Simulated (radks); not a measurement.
The numbers below are computed, except where a source is named.
Ionisation of the promethium ion Pm+, [Xe] 4f5 6s1, to [Xe] 4f5 as the strength of local exchange is varied. Code: a radial shooting solver on a logarithmic mesh with Libxc functionals. Model: scalar-relativistic Kohn-Sham, Slater X-alpha exchange (alpha = 2/3 is LDA exchange), no correlation, spin-polarised, spherical densities, finite nucleus; open shells are filled with parallel spins first (spin-orbit coupling, left out, can overturn this in heavy ions); Fermi nuclear charge, rms radius 4.962 fm.

\begin{tabular}{lrrrrr}
alpha & E(Pm+) (hartree) & exchange (hartree) & IE (eV) & -e of the level emptied (eV) & <r> of it (bohr) \\ \hline
0.563 & -9973.3492 & -181.4177 & 10.238 & 7.750 (6s) & 4.043 \\
0.667 & -10007.0364 & -215.6975 & 10.774 & 8.322 (6s) & 3.950 \\
0.79 & -10047.0320 & -256.5360 & 11.443 & 9.045 (6s) & 3.841 \\
0.792 & -10047.6837 & -257.2027 & 11.454 & 9.057 (6s) & 3.839 \\
0.799 & -10049.9650 & -259.5368 & 11.493 & 9.099 (6s) & 3.833 \\
0.839 & -10063.0113 & -272.8940 & 11.719 & 9.345 (6s) & 3.799 \\
1.023 & -10123.2480 & -334.7706 & 12.798 & 10.525 (6s) & 3.648 \\
\end{tabular}

NIST Atomic Spectra Database: 10.94 eV (semi-empirical). The Delta-SCF value meets it near alpha = 0.70. Open shells are spherical and high-spin; term and fine-structure splittings are not resolved. Spin-orbit splitting is averaged out at the scalar-relativistic level.
